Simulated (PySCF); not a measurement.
# Electron correlation in S (sulfur, neutral)

[Ne] 3s1 3p5, high-spin 3P determinant (an excited configuration). Calculation: PySCF 2.14, in x2c-QZVPPall (9s6p4d2f1g, 70 functions); scalar relativity by spin-free X2C-1e. Frozen: 1s2; 14 electrons correlated.

| level | correlation energy (mhartree) |
| --- | --- |
| CCSD | -397.24 |
| (T) | -26.96 |
| CCSD(T) | -424.20 |

Diagnostics: T1 = 0.020, D1 = 0.0715, largest double amplitude 0.202.

Question: Is a single reference adequate?

Answer: Not fully. A double-excitation amplitude exceeds 0.15, a sign of near-degeneracy.

This basis was not built for core-valence correlation, so the inner-shell part is incomplete.
